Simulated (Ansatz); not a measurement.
# Which is lower?

The two ends of one reaction step of SiH4F4, singlet (PBE0-D4/def2-TZVP).

A:

Si1  (-0.768, 0.591, -1.142)
H2  (-0.666, -1.483, 1.677)
F3  (-0.789, -0.922, -1.556)
F4  (-1.857, 0.838, -0.040)
H5  (-0.972, 1.461, -2.295)
H6  (1.911, 0.224, 0.726)
F7  (0.649, 0.892, -0.494)
H8  (0.067, -1.376, 1.774)
F9  (2.426, -0.224, 1.350)
(Å)

B:

```csv
atom,x (Å),y (Å),z (Å)
Si1,-1.2461,0.2526,-0.4020
H2,-1.3666,1.0970,0.7922
F3,-0.4253,-1.0846,-0.0074
F4,-2.6943,-0.2771,-0.7787
H5,-0.6448,0.8312,-1.6093
H6,1.8172,0.4935,0.4913
F7,1.3165,1.2513,0.2577
H8,1.1839,-1.3996,0.5101
F9,2.0593,-1.1643,0.7463
```

Program: Ansatz 0.2.0. Basis: def2-TZVPP. Cores are frozen in the correlated methods. B3LYP uses VWN-RPA correlation.

(1) Which structure is lower at CCSD(T), and by how much? (Judge from chemistry; the value comes from the calculation.)

The T1 diagnostic stays at or below 0.011.

## Answers

(1) The calculation gives: A, by 24.17 kcal/mol (electronic energy, against the other). By their contacts, A is a complex of SiHF₃ ([F][SiH]([F])[F]) + HF + H₂ and B is a complex of SiH₂F₂ ([F][SiH2][F]) + HF + HF.

All methods give the same order:

| method | E(B) − E(A) (kcal/mol) |
| --- | --- |
| SPW92 | 16.39 |
| PBE-D4 | 21.13 |
| BLYP-D4 | 23.20 |
| r2SCAN-D4 | 24.37 |
| B97M-V | 25.25 |
| PBE0-D4 | 21.81 |
| B3LYP-D4 | 23.35 |
| r2SCAN0-D4 | 24.10 |
| BHLYP-D4 | 23.92 |
| CAM-B3LYP-D4 | 22.79 |
| wB97X-V | 23.13 |
| wB97M-V | 23.26 |
| B2PLYP | 24.18 |
| PBE-QIDH | 23.38 |
| RPA on PBE | 24.10 |
| HF | 27.59 |
| MP2 | 24.99 |
| CCSD | 24.46 |
| CCSD(T) | 24.17 |

Labels in which every atom is bracketed show which atoms are joined, not bond orders.

For scale, one of the runs: CCSD(T)/def2-TZVPP, 222 basis functions, launched by `ansatz run in.yaml --threads 4 --pin off --events-out ev --progress --plain --max-ram 9574MiB`. Hardware: 4 CPU threads of an Arm Neoverse V2, shared host. Wall time 100 s; peak host memory 3.9 GiB.
